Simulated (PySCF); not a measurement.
B3LYP has the VWN-RPA correlation part, as in Gaussian. 

```xyz
11

C     -1.4475    -0.0463     0.2681
C     -0.1510    -0.6854    -0.2451
Si     1.3434     0.4150    -0.0995
Cl     1.6675     0.9274     1.8761
Cl     1.0621     2.1538    -1.1805
Cl     3.0245    -0.5427    -0.8167
H     -1.6844     0.8726    -0.2900
H     -1.3631     0.2216     1.3326
H     -2.2981    -0.7367     0.1596
H     -0.2365    -0.9660    -1.3092
H      0.0832    -1.6135     0.3047
```

Charge 0, multiplicity 1.

Q: Give the Mulliken and meta-Löwdin atomic charges from B3LYP-D3(BJ)/def2-TZVP // B3LYP-D3(BJ)/def2-SVP run with PySCF.

A: 
```
atom  Mulliken (e)  meta-Löwdin (e)
----  ------------  ---------------
C1           -0.35            -0.32
C2           -0.27            -0.45
Si3           0.66             1.00
Cl4          -0.22            -0.28
Cl5          -0.22            -0.28
Cl6          -0.21            -0.28
H7            0.12             0.11
H8            0.12             0.11
H9            0.12             0.12
H10           0.12             0.13
H11           0.12             0.13
```
